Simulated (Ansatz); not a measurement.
Z-matrix (Å, degrees):
```
Si
Cl 1 2.045
O 1 1.603 2 110.8
Cl 1 2.048 2 107.4 3 120.8
H 1 1.469 2 108.9 3 -121.4
Ge 3 1.792 1 135.2 2 67.3
H 6 1.532 3 106.7 1 93.6
H 6 1.531 3 104.8 1 -147.2
H 6 1.534 3 108.2 1 -27.1
```

The species carries charge 0 and has multiplicity 1.

(1) List the CAM-B3LYP/def2-TZVPP orbital energies in eV (Ansatz). (An estimate is asked.)

Results:

(1) The calculation gave: Occupied: -10853.01, -2764.47, -2764.45, -1803.21, -1357.22, -1208.19, -1208.16, -1208.16, -522.85, -259.27, -259.25, -198.31, -198.29, -198.18, -198.18, -198.16, -198.16, -172.07, -147.51, -122.43, -122.33, -122.32, -102.89, -102.87, -102.80, -36.11, -35.94, -35.93, -35.84, -35.84, -29.38, -25.23, -24.60, -18.54, -16.18, -13.95, -13.70, -13.58, -12.32, -12.12, -11.46, -11.04, -10.88, -10.70, -10.63, -10.34. Lowest empty: 0.79, 1.53, 1.92, 2.14, 2.45, 2.55, 2.85, 3.61.
